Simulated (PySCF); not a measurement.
Two species compared at the same levels of theory.

First species: C2H10N2OSi2.
Cartesian coordinates in Å at the GFN2-xTB level; atoms count from 1:
```xyz
17
C2H10N2OSi2 angstrom
C     -1.8237   -0.6400   -0.7783
C     -0.6457    0.3231   -0.7386
Si    -0.6966    1.8285    0.4548
O      0.7249    1.3013    1.1078
Si     0.9309   -0.1367    0.2609
N      0.7792   -1.6022    1.1455
N      2.5312   -0.1170   -0.3613
H     -2.6797   -0.1837   -1.2753
H     -1.5605   -1.5499   -1.3164
H     -2.1300   -0.9210    0.2268
H     -0.4132    0.6194   -1.7638
H     -0.4882    3.1439   -0.1336
H     -1.7397    1.7758    1.4712
H      1.5775   -1.8877    1.6880
H     -0.0623   -1.7358    1.6814
H      2.8426   -0.9295   -0.8638
H      2.8462    0.7236   -0.8152
```

Second species: C5H7FO.
Numbering: `[CH2:1]=[C:2]1[CH2:3][O:4][CH2:5][C@H:6]1[F:7]` (hydrogens: H8, H9 on C1; H10, H11 on C3; H12, H13 on C5; H14 on C6)

Cartesian coordinates in Å at the GFN2-xTB level; atoms count from 1:
```xyz
14
C5H7FO angstrom
C      2.0096    0.2160   -0.0623
C      0.6961    0.1693    0.0480
C     -0.2681    1.3256    0.0900
O     -1.5184    0.7851    0.4736
C     -1.5722   -0.5336   -0.0165
C     -0.1446   -1.0842    0.1203
F      0.1515   -1.9700   -0.8918
H      2.5983   -0.6835   -0.1065
H      2.5368    1.1517   -0.1282
H      0.0059    2.0920    0.8170
H     -0.3410    1.7894   -0.9064
H     -1.8493   -0.5511   -1.0815
H     -2.3170   -1.0776    0.5631
H      0.0116   -1.6294    1.0592
```

Levels: wB97X-D/def2-SVPD for HOMO energy, LUMO energy, HOMO–LUMO gap and static isotropic polarisability; TDDFT wB97X-D/def2-SVPD for lowest singlet excitation; TDA wB97X-D/def2-SVPD for lowest triplet excitation (Tamm–Dancoff). Geometries: GFN2-xTB. All species are isolated and taken at one optimised geometry, non-relativistic unless stated; the electronic structure was computed with PySCF and density fitting.

The conformers computed, where there is a choice (atom-mapped SMILES and torsion angles):
- `[CH3:1][C@H:2]1[SiH2:3][O:4][Si:5]1([NH2:6])[NH2:7]`: H–N6–Si5–O4 -80°, H–N6–Si5–O4 54°, H–N7–Si5–O4 177°, H–N7–Si5–O4 -47°

The conformers of `C=C1COC[C@H]1F` aren't listed.

| property | column X | column Y |
| --- | --- | --- |
| HOMO energy | -9.51 eV | -8.97 eV |
| LUMO energy | 1.29 eV | 1.84 eV |
| HOMO–LUMO gap | 10.80 eV | 10.81 eV |
| lowest singlet excitation | 6.52 eV | 6.59 eV |
| lowest triplet excitation (Tamm–Dancoff) | 4.27 eV | 6.10 eV |
| static isotropic polarisability | 61.7 au | 88.3 au |

(1) Which column belongs to which species?

(2) How does each property change from the first species to the second?

## Answers

(1) Column X is the second species and column Y the first. The first has 17 atoms and 72 electrons, the second 14 and 54.

(2) HOMO energy -0.54 eV; LUMO energy -0.55 eV; HOMO–LUMO gap -0.01 eV; lowest singlet excitation -0.07 eV; lowest triplet excitation (Tamm–Dancoff) -1.83 eV; static isotropic polarisability -26.6 au.

On the first: The principal polarisabilities are 78.9, 88.7 and 97.3 au; their mean is the isotropic value. No computed singlet falls in the visible range (750 to 380 nm, 1.65 to 3.26 eV); S1 lies 3.33 eV above its blue end.

On the second: No computed singlet falls in the visible range (750 to 380 nm, 1.65 to 3.26 eV); S1 lies 3.26 eV above its blue end. S1 lies 4.28 eV below the HOMO–LUMO gap; its leading configuration is HOMO→LUMO, weight 0.58, beside HOMO−1→LUMO, weight 0.36.
